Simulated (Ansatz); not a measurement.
Born–Oppenheimer molecular dynamics of C₂H₁₀ClN₃Si (17 atoms, charge 0, multiplicity 1). It goes on from the last frame of an earlier run, with new velocities.

Method: RHF/6-31G in Ansatz.

- ensemble: NVT, Nosé–Hoover chain
- time step: 1 fs
- steps asked: 150
- set temperature: 1000 K
- thermostat: time constant 300 fs, chain length 1
- seed: 659812

First frame:

```xyz
17
Properties=species:S:1:pos:R:3
Si 0.005 -0.006 -0.137
Cl 0.147 0.007 2.067
N 1.667 0.019 -0.598
H 2.399 -0.349 -0.035
H 2.014 0.436 -1.457
N -0.777 1.412 -0.729
C -2.184 1.470 -1.006
H -2.583 0.460 -1.134
H -2.734 2.035 -0.258
H -2.367 1.897 -2.022
C -0.181 2.715 -0.809
H -0.346 3.187 -1.794
H -0.604 3.410 -0.095
H 0.898 2.694 -0.648
N -0.934 -1.433 -0.448
H -1.538 -1.829 0.246
H -0.858 -1.990 -1.292
```

(1) How far do the bonds stretch over the last three quarters of this one trajectory? (Pairs bonded in most of those frames.)

## Answers

(1) 
```
   bond  mean (Å)  spread (Å)  shortest  longest
Si1–Cl2     2.232       0.044      2.17     2.33
 Si1–N3     1.753       0.038      1.70     1.82
 Si1–N6     1.738       0.028      1.68     1.80
Si1–N15     1.738       0.028      1.69     1.79
  N3–H4     1.000       0.014      0.98     1.03
  N3–H5     1.002       0.021      0.97     1.04
  N6–C7     1.469       0.032      1.41     1.53
 N6–C11     1.472       0.055      1.39     1.56
  C7–H8     1.090       0.042      1.03     1.16
  C7–H9     1.090       0.030      1.03     1.17
 C7–H10     1.091       0.022      1.05     1.14
C11–H12     1.097       0.053      1.01     1.18
C11–H13     1.093       0.054      1.01     1.17
C11–H14     1.090       0.030      1.03     1.14
N15–H16     1.001       0.030      0.95     1.05
N15–H17     0.998       0.019      0.96     1.03
```

Mean temperature of the second half: 573 K. The conserved energy stayed within 2.3 meV per atom of its start (net change 1 meV per atom), so there is no drift, though single steps change it by up to 22 meV in the whole system, a sign of fast motions only just resolved. The mean temperature of the second half is 43 % below the set value. A run of 0.15 ps of so small a system gives no equilibrium averages. Limits of this set-up: no polarisation functions.

Time of the run: 5 min on 1 thread of AMD EPYC 9R45 96-Core Processor (Zen 5) (shared host), peak memory 0.26 GiB.
